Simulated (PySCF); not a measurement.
# From computed data to an observable: entropy of an ideal gas

C2H3N3, SMILES c1nc[nH]n1 (connectivity only; charge and spin as stated), charge +1, multiplicity 2.

Geometry optimised at PBE0-D3(BJ)/def2-SVP. The spin state was assumed, not searched.

PBE0-D3(BJ)/def2-SVP (PySCF) gives the harmonic wavenumbers 453, 667, 752, 824, 858, 895, 930, 1069, 1171, 1216, 1279, 1345, 1463, 1552, 1585, 3290, 3312, 3586 cm⁻¹ and the rotational temperatures 0.5316, 0.4561, 0.2455 K. The molar mass is 69.07 g/mol, the symmetry number 1, the spin multiplicity 2.

Question: Work out the entropy at 298.15 K and 1 atm in the rigid-rotor, harmonic-oscillator model.

Answer: 
Translation (Sackur–Tetrode at 1 atm): S = R[1.5 ln M + 2.5 ln T − 1.16487] = 161.6 J/(mol K).
Rotation: q = (√π/σ) T^1.5/√(θA θB θC) = 37400, S = R[ln q + 3/2] = 100.0 J/(mol K).
Vibration: with u = 1.4388 ν/T, each mode gives R[u/(e^u − 1) − ln(1 − e^−u)]:
```json
[
 {"ν (cm⁻¹)": "453", "modes": "1", "u": "2.19", "S (J/(mol K))": "3.29"},
 {"ν (cm⁻¹)": "667", "modes": "1", "u": "3.22", "S (J/(mol K))": "1.45"},
 {"ν (cm⁻¹)": "752", "modes": "1", "u": "3.63", "S (J/(mol K))": "1.05"},
 {"ν (cm⁻¹)": "824", "modes": "1", "u": "3.98", "S (J/(mol K))": "0.79"},
 {"ν (cm⁻¹)": "858", "modes": "1", "u": "4.14", "S (J/(mol K))": "0.69"},
 {"ν (cm⁻¹)": "895", "modes": "1", "u": "4.32", "S (J/(mol K))": "0.60"},
 {"ν (cm⁻¹)": "930", "modes": "1", "u": "4.49", "S (J/(mol K))": "0.52"},
 {"ν (cm⁻¹)": "1069", "modes": "1", "u": "5.16", "S (J/(mol K))": "0.30"},
 {"ν (cm⁻¹)": "1171", "modes": "1", "u": "5.65", "S (J/(mol K))": "0.19"},
 {"ν (cm⁻¹)": "1216", "modes": "1", "u": "5.87", "S (J/(mol K))": "0.16"},
 {"ν (cm⁻¹)": "1279", "modes": "1", "u": "6.17", "S (J/(mol K))": "0.12"},
 {"ν (cm⁻¹)": "1345", "modes": "1", "u": "6.49", "S (J/(mol K))": "0.09"},
 {"ν (cm⁻¹)": "1463", "modes": "1", "u": "7.06", "S (J/(mol K))": "0.06"},
 {"ν (cm⁻¹)": "1552", "modes": "1", "u": "7.49", "S (J/(mol K))": "0.04"},
 {"ν (cm⁻¹)": "1585", "modes": "1", "u": "7.65", "S (J/(mol K))": "0.03"}
]
```
The stiffer modes add less than 0.005 each. Sum 9.4 J/(mol K).
Spin: R ln 2 = 5.8 J/(mol K).
Total 276.7 J/(mol K); the program's own thermochemistry gives 276.7. Translation makes up 58 % and vibration 3 %. Anharmonicity, hindered rotation and orbital degeneracy are left out.
